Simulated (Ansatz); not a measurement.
Relaxation of Al₅N₄H₁₆⁻, a cluster cut from zinc blende AlN (hydrogen-capped) (charge -1, singlet) with RKS PBE-D4/def2-SVP in Ansatz.

Positions (Å) and forces (eV/Å) at steps 12, 13, 14, 15, 16, 17, 18, 19, 21, 22, 23 of 23:

```xyz
25
step=12 energy=-39175.3887 eV
Al    0.242   -2.480   -0.077    0.007    0.010    0.005
Al    0.569   -0.060   -2.322    0.079   -0.033   -0.004
Al   -1.752    0.049   -0.050   -0.003   -0.048    0.048
Al    0.265    0.068    2.463    0.004   -0.007   -0.009
Al    0.532    2.354    0.063    0.066    0.001    0.025
N    -0.560   -1.063   -1.111   -0.041    0.022   -0.030
N     0.708   -1.710    1.694   -0.007    0.023   -0.024
N     0.209    1.829   -1.824   -0.058    0.253   -0.269
N    -0.560    1.109    1.064   -0.036    0.024   -0.020
H     1.653   -2.989   -0.694   -0.004   -0.012   -0.004
H    -0.852   -3.645    0.212   -0.001    0.002   -0.003
H     2.157   -0.263   -2.069   -0.070    0.034   -0.003
H     0.033   -0.309   -3.847    0.009    0.055    0.072
H    -2.678   -0.894    0.893   -0.008    0.004   -0.003
H    -2.578    1.047   -1.049    0.001    0.009   -0.009
H    -0.812   -0.213    3.647    0.000    0.003   -0.001
H     1.689    0.674    2.947   -0.004    0.004    0.011
H    -0.069    3.856    0.293    0.012   -0.060   -0.048
H     2.126    2.171    0.280   -0.060    0.004   -0.030
H    -1.213   -1.562   -1.742    0.005    0.005    0.008
H     0.333   -2.387    2.377    0.002   -0.015    0.016
H     1.732   -1.799    1.776    0.018    0.002   -0.003
H    -0.772    2.069   -2.082    0.340   -0.073    0.081
H     0.818    2.428   -2.420   -0.256   -0.200    0.198
H    -1.219    1.721    1.579    0.005   -0.006   -0.004
25
step=13 energy=-39175.4056 eV
Al    0.205   -2.485   -0.074   -0.004   -0.007   -0.009
Al    0.592   -0.069   -2.290   -0.038   -0.003   -0.017
Al   -1.769    0.051   -0.049   -0.053    0.003   -0.003
Al    0.236    0.062    2.465   -0.004    0.011    0.011
Al    0.548    2.333    0.068   -0.031    0.016   -0.002
N    -0.581   -1.063   -1.112    0.012    0.010    0.001
N     0.766   -1.668    1.646    0.052   -0.068    0.067
N     0.216    1.818   -1.817    0.000   -0.039    0.049
N    -0.577    1.110    1.064    0.016   -0.005   -0.010
H     1.572   -3.062   -0.733   -0.002   -0.001   -0.005
H    -0.910   -3.610    0.279    0.001    0.008    0.017
H     2.164   -0.269   -1.987    0.012   -0.005    0.020
H     0.093   -0.301   -3.823    0.008    0.006   -0.004
H    -2.710   -0.882    0.887   -0.002    0.008   -0.007
H    -2.579    1.058   -1.057    0.003   -0.006    0.005
H    -0.861   -0.281    3.612    0.003   -0.017   -0.009
H     1.620    0.706    3.014   -0.002    0.003   -0.001
H    -0.034    3.840    0.276    0.003    0.007   -0.006
H     2.133    2.125    0.287    0.008   -0.018    0.003
H    -1.231   -1.553   -1.752    0.010    0.017   -0.008
H     0.514   -2.374    2.360    0.040    0.052   -0.055
H     1.800   -1.672    1.637   -0.059    0.012   -0.008
H    -0.766    2.036   -2.055   -0.019   -0.012    0.010
H     0.790    2.423   -2.420    0.036    0.021   -0.023
H    -1.231    1.729    1.575    0.008    0.007   -0.016
25
step=14 energy=-39175.4131 eV
Al    0.172   -2.486   -0.070    0.034   -0.028    0.064
Al    0.609   -0.081   -2.263   -0.049    0.016    0.019
Al   -1.794    0.057   -0.054   -0.047    0.022   -0.023
Al    0.210    0.056    2.462    0.032   -0.060    0.026
Al    0.558    2.316    0.077   -0.041   -0.021   -0.024
N    -0.603   -1.059   -1.110    0.017   -0.011   -0.010
N     0.826   -1.630    1.603    0.382   -0.303    0.290
N     0.220    1.805   -1.806    0.017   -0.108    0.124
N    -0.595    1.109    1.061    0.017    0.004    0.014
H     1.498   -3.118   -0.771   -0.046    0.007    0.004
H    -0.959   -3.571    0.365    0.032    0.034   -0.004
H     2.164   -0.284   -1.891    0.024   -0.026    0.007
H     0.162   -0.301   -3.812    0.009   -0.023   -0.014
H    -2.752   -0.864    0.874   -0.001    0.011   -0.010
H    -2.590    1.071   -1.068    0.011   -0.005    0.006
H    -0.901   -0.367    3.572    0.031    0.006   -0.033
H     1.559    0.738    3.062   -0.042   -0.002   -0.003
H     0.008    3.836    0.268    0.002    0.020    0.022
H     2.133    2.061    0.299    0.028   -0.001    0.025
H    -1.248   -1.542   -1.761    0.002    0.009   -0.013
H     0.698   -2.360    2.342    0.101    0.379   -0.389
H     1.862   -1.546    1.502   -0.488   -0.030    0.040
H    -0.766    2.007   -2.031   -0.140    0.011   -0.019
H     0.773    2.417   -2.417    0.119    0.087   -0.090
H    -1.244    1.737    1.569   -0.003    0.013   -0.006
25
step=15 energy=-39175.4246 eV
Al    0.160   -2.487   -0.066    0.019   -0.032    0.045
Al    0.613   -0.089   -2.249   -0.052   -0.013   -0.005
Al   -1.807    0.063   -0.059   -0.036    0.019   -0.017
Al    0.202    0.051    2.461    0.014   -0.037    0.036
Al    0.559    2.307    0.084   -0.047    0.007    0.006
N    -0.616   -1.061   -1.108    0.013    0.001    0.001
N     0.856   -1.609    1.578    0.398   -0.266    0.255
N     0.222    1.798   -1.799    0.036   -0.060    0.072
N    -0.606    1.106    1.062    0.015   -0.011   -0.002
H     1.457   -3.148   -0.797   -0.036    0.017    0.021
H    -0.972   -3.556    0.400    0.032    0.038    0.012
H     2.163   -0.308   -1.859    0.011   -0.007    0.018
H     0.189   -0.319   -3.803    0.007   -0.008   -0.006
H    -2.783   -0.847    0.860   -0.001    0.013   -0.012
H    -2.583    1.085   -1.081    0.004   -0.002    0.001
H    -0.910   -0.400    3.558    0.028   -0.015   -0.037
H     1.524    0.762    3.089   -0.030   -0.021   -0.016
H     0.023    3.830    0.283   -0.002    0.014    0.006
H     2.132    2.046    0.322    0.019   -0.016    0.006
H    -1.257   -1.542   -1.763    0.009    0.009   -0.007
H     0.793   -2.344    2.321    0.065    0.364   -0.372
H     1.883   -1.482    1.432   -0.463   -0.045    0.053
H    -0.766    1.998   -2.024   -0.085   -0.002   -0.003
H     0.774    2.411   -2.413    0.077    0.046   -0.049
H    -1.251    1.737    1.570    0.006    0.007   -0.006
25
step=16 energy=-39175.4493 eV
Al    0.136   -2.487   -0.055    0.056    0.016    0.146
Al    0.613   -0.111   -2.223    0.016   -0.002    0.030
Al   -1.838    0.082   -0.075   -0.004   -0.020    0.015
Al    0.187    0.039    2.457    0.048   -0.145   -0.020
Al    0.553    2.294    0.104    0.013   -0.028   -0.014
N    -0.644   -1.065   -1.099   -0.026   -0.011   -0.038
N     0.920   -1.562    1.526    0.436   -0.215    0.190
N     0.234    1.781   -1.781   -0.019    0.068   -0.079
N    -0.630    1.098    1.065   -0.025    0.027    0.017
H     1.392   -3.187   -0.819   -0.058   -0.005   -0.001
H    -0.991   -3.511    0.514    0.040    0.036   -0.025
H     2.151   -0.341   -1.776   -0.019   -0.013   -0.009
H     0.235   -0.349   -3.790    0.008    0.006    0.032
H    -2.859   -0.803    0.820    0.001    0.023   -0.020
H    -2.571    1.119   -1.115    0.010    0.004   -0.003
H    -0.921   -0.512    3.511    0.036    0.027   -0.031
H     1.478    0.776    3.117   -0.056    0.006    0.013
H     0.040    3.827    0.303    0.006   -0.018   -0.001
H     2.122    1.996    0.352   -0.009    0.012    0.015
H    -1.277   -1.543   -1.764    0.003    0.007    0.003
H     0.980   -2.297    2.267    0.000    0.358   -0.360
H     1.917   -1.353    1.294   -0.473   -0.071    0.076
H    -0.756    1.983   -2.014    0.056   -0.009    0.011
H     0.797    2.392   -2.395   -0.037   -0.055    0.054
H    -1.269    1.734    1.576   -0.001    0.000   -0.001
25
step=17 energy=-39175.4732 eV
Al    0.121   -2.486   -0.038    0.036   -0.030    0.061
Al    0.613   -0.131   -2.197    0.001   -0.038   -0.020
Al   -1.859    0.093   -0.085   -0.016   -0.002    0.008
Al    0.178    0.019    2.452    0.023   -0.042    0.040
Al    0.548    2.277    0.119    0.002    0.022    0.038
N    -0.666   -1.074   -1.090   -0.030    0.038    0.007
N     0.981   -1.520    1.476    0.509   -0.198    0.184
N     0.247    1.768   -1.770    0.024    0.075   -0.084
N    -0.649    1.089    1.074   -0.026   -0.022   -0.041
H     1.309   -3.244   -0.858   -0.028    0.023    0.037
H    -1.001   -3.483    0.584    0.041    0.057    0.020
H     2.142   -0.393   -1.732   -0.025    0.017    0.020
H     0.261   -0.374   -3.768    0.005    0.018    0.026
H    -2.926   -0.762    0.786    0.014    0.020   -0.022
H    -2.545    1.147   -1.140    0.003   -0.001   -0.003
H    -0.927   -0.576    3.484    0.031   -0.031   -0.056
H     1.403    0.813    3.173   -0.020   -0.039   -0.025
H     0.046    3.813    0.323   -0.002   -0.016   -0.020
H     2.113    1.981    0.403   -0.015   -0.019   -0.019
H    -1.294   -1.552   -1.761    0.016    0.004    0.016
H     1.159   -2.248    2.208   -0.062    0.401   -0.402
H     1.939   -1.233    1.164   -0.522   -0.127    0.130
H    -0.739    1.978   -2.015    0.091   -0.023    0.029
H     0.828    2.370   -2.378   -0.066   -0.074    0.074
H    -1.283    1.727    1.588    0.016   -0.014    0.001
25
step=18 energy=-39175.4967 eV
Al    0.100   -2.485   -0.020    0.082    0.039    0.185
Al    0.614   -0.153   -2.172   -0.018    0.035    0.021
Al   -1.883    0.106   -0.095    0.015   -0.019    0.007
Al    0.160    0.002    2.451    0.073   -0.189   -0.048
Al    0.546    2.261    0.141   -0.007   -0.014   -0.046
N    -0.690   -1.078   -1.079   -0.029   -0.002   -0.040
N     1.021   -1.468    1.421    0.708   -0.197    0.170
N     0.271    1.750   -1.751   -0.010    0.019   -0.036
N    -0.669    1.079    1.079   -0.031    0.034    0.012
H     1.258   -3.275   -0.851   -0.064   -0.002    0.009
H    -1.011   -3.427    0.701    0.043    0.029   -0.037
H     2.129   -0.417   -1.665   -0.007   -0.021   -0.005
H     0.281   -0.378   -3.748    0.019   -0.016    0.011
H    -2.979   -0.730    0.756    0.000    0.025   -0.021
H    -2.532    1.171   -1.166    0.006   -0.006    0.011
H    -0.937   -0.697    3.426    0.045    0.044   -0.025
H     1.367    0.799    3.199   -0.070   -0.005    0.011
H     0.046    3.800    0.315    0.016   -0.007    0.018
H     2.106    1.940    0.422   -0.008    0.004    0.028
H    -1.311   -1.558   -1.753    0.002    0.008    0.000
H     1.328   -2.178    2.133   -0.177    0.507   -0.507
H     1.922   -1.097    1.022   -0.605   -0.234    0.240
H    -0.707    1.973   -2.011    0.043   -0.006    0.008
H     0.868    2.342   -2.351   -0.027   -0.032    0.036
H    -1.298    1.718    1.597    0.000    0.005   -0.004
25
step=19 energy=-39175.5383 eV
Al    0.087   -2.478    0.007    0.025    0.012    0.059
Al    0.615   -0.174   -2.138   -0.022    0.009   -0.014
Al   -1.905    0.116   -0.102    0.002   -0.010    0.021
Al    0.157   -0.028    2.435    0.036   -0.046   -0.026
Al    0.539    2.246    0.155   -0.013    0.003   -0.001
N    -0.714   -1.084   -1.066   -0.016    0.017   -0.024
N     1.068   -1.417    1.359    0.145   -0.015   -0.002
N     0.286    1.734   -1.739    0.009    0.006   -0.005
N    -0.687    1.069    1.084   -0.019    0.012   -0.003
H     1.184   -3.313   -0.857   -0.015   -0.008   -0.003
H    -1.003   -3.384    0.789    0.000    0.004    0.005
H     2.116   -0.442   -1.594    0.006   -0.025    0.011
H     0.329   -0.413   -3.720    0.008   -0.007    0.001
H    -3.033   -0.692    0.731   -0.001    0.010   -0.013
H    -2.523    1.191   -1.179    0.006    0.004   -0.009
H    -0.923   -0.782    3.376   -0.007   -0.011   -0.001
H     1.308    0.794    3.236   -0.016    0.009    0.010
H     0.056    3.789    0.332    0.004   -0.001    0.002
H     2.092    1.915    0.459    0.006   -0.008    0.015
H    -1.326   -1.567   -1.746    0.005    0.001    0.004
H     1.476   -2.089    2.034   -0.013    0.117   -0.121
H     1.886   -0.987    0.882   -0.130   -0.061    0.081
H    -0.683    1.971   -2.018    0.001   -0.003    0.004
H     0.903    2.313   -2.328   -0.003   -0.005    0.007
H    -1.307    1.709    1.611    0.000   -0.003    0.001
25
step=21 energy=-39175.5539 eV
Al    0.084   -2.460    0.051    0.007    0.006    0.021
Al    0.605   -0.206   -2.119   -0.019   -0.010   -0.026
Al   -1.934    0.132   -0.121   -0.015    0.000    0.025
Al    0.144   -0.064    2.423    0.002   -0.010   -0.006
Al    0.536    2.209    0.188   -0.024    0.023    0.024
N    -0.740   -1.093   -1.050   -0.012    0.001    0.000
N     1.141   -1.324    1.272    0.274   -0.032    0.050
N     0.316    1.707   -1.713    0.045   -0.007    0.017
N    -0.722    1.051    1.095    0.005    0.002   -0.010
H     1.101   -3.364   -0.842   -0.020    0.000    0.014
H    -0.983   -3.291    0.943    0.024    0.003   -0.024
H     2.095   -0.531   -1.560   -0.012    0.035   -0.014
H     0.333   -0.432   -3.703    0.007   -0.004   -0.004
H    -3.123   -0.632    0.666    0.009   -0.009   -0.006
H    -2.493    1.229   -1.212    0.021   -0.004   -0.011
H    -0.917   -0.935    3.285    0.030    0.020   -0.006
H     1.205    0.803    3.302   -0.018   -0.020   -0.003
H     0.087    3.762    0.359    0.009    0.003   -0.004
H     2.075    1.840    0.534   -0.004   -0.009   -0.017
H    -1.344   -1.593   -1.725   -0.002   -0.002    0.001
H     1.711   -1.935    1.887   -0.135    0.154   -0.165
H     1.840   -0.802    0.699   -0.169   -0.129    0.146
H    -0.642    1.966   -2.008    0.006   -0.009    0.002
H     0.959    2.274   -2.286   -0.014    0.000    0.005
H    -1.333    1.690    1.633    0.002   -0.002   -0.008
25
step=22 energy=-39175.5558 eV
Al    0.085   -2.458    0.053   -0.007   -0.029   -0.004
Al    0.594   -0.203   -2.131    0.035    0.027    0.024
Al   -1.932    0.130   -0.118    0.023    0.000   -0.036
Al    0.141   -0.061    2.429    0.012   -0.015    0.019
Al    0.536    2.212    0.190    0.027   -0.025   -0.039
N    -0.740   -1.094   -1.051    0.026   -0.014   -0.001
N     1.134   -1.325    1.284    0.070   -0.014    0.004
N     0.315    1.708   -1.711   -0.031    0.010   -0.017
N    -0.721    1.052    1.097   -0.014    0.012    0.018
H     1.099   -3.370   -0.835    0.014    0.018    0.001
H    -0.979   -3.306    0.929   -0.001    0.019    0.005
H     2.095   -0.494   -1.584   -0.005   -0.029   -0.003
H     0.325   -0.433   -3.716   -0.018    0.000    0.008
H    -3.117   -0.646    0.663    0.000    0.018   -0.004
H    -2.466    1.222   -1.226   -0.033    0.001    0.022
H    -0.913   -0.924    3.304   -0.004    0.006   -0.017
H     1.202    0.798    3.314   -0.001    0.006   -0.014
H     0.102    3.769    0.358   -0.002   -0.010    0.010
H     2.075    1.825    0.515   -0.003    0.006    0.025
H    -1.347   -1.597   -1.721   -0.003   -0.005    0.007
H     1.702   -1.935    1.895   -0.042    0.037   -0.043
H     1.831   -0.806    0.716   -0.039   -0.021    0.033
H    -0.644    1.968   -2.002   -0.005    0.004   -0.003
H     0.956    2.277   -2.284    0.004   -0.002    0.005
H    -1.335    1.692    1.632   -0.004   -0.001    0.004
25
step=23 energy=-39175.5579 eV
Al    0.094   -2.455    0.054   -0.005   -0.002    0.001
Al    0.593   -0.202   -2.139   -0.001    0.002   -0.004
Al   -1.931    0.128   -0.123    0.001   -0.001   -0.001
Al    0.135   -0.059    2.432   -0.005    0.001    0.006
Al    0.544    2.199    0.192   -0.003    0.004    0.001
N    -0.734   -1.095   -1.052    0.000   -0.001   -0.004
N     1.134   -1.319    1.288    0.006   -0.004    0.001
N     0.316    1.708   -1.711    0.001    0.000   -0.001
N    -0.725    1.051    1.096   -0.002    0.004    0.000
H     1.121   -3.357   -0.828    0.003    0.001    0.000
H    -0.972   -3.299    0.930    0.001    0.001    0.000
H     2.095   -0.515   -1.614   -0.001    0.001   -0.001
H     0.294   -0.422   -3.720   -0.002    0.001    0.000
H    -3.118   -0.645    0.657   -0.001   -0.001    0.000
H    -2.480    1.223   -1.221   -0.001   -0.001    0.001
H    -0.922   -0.922    3.301   -0.001    0.000   -0.002
H     1.193    0.808    3.311   -0.001    0.000    0.001
H     0.124    3.759    0.369    0.003   -0.003    0.001
H     2.077    1.798    0.529    0.000   -0.004   -0.002
H    -1.342   -1.603   -1.719    0.002    0.001    0.002
H     1.699   -1.930    1.897    0.000   -0.003    0.006
H     1.831   -0.794    0.729    0.004    0.005   -0.005
H    -0.643    1.971   -2.000    0.002    0.000    0.002
H     0.957    2.278   -2.283   -0.001   -0.001    0.001
H    -1.340    1.693    1.626    0.003    0.000   -0.002
```
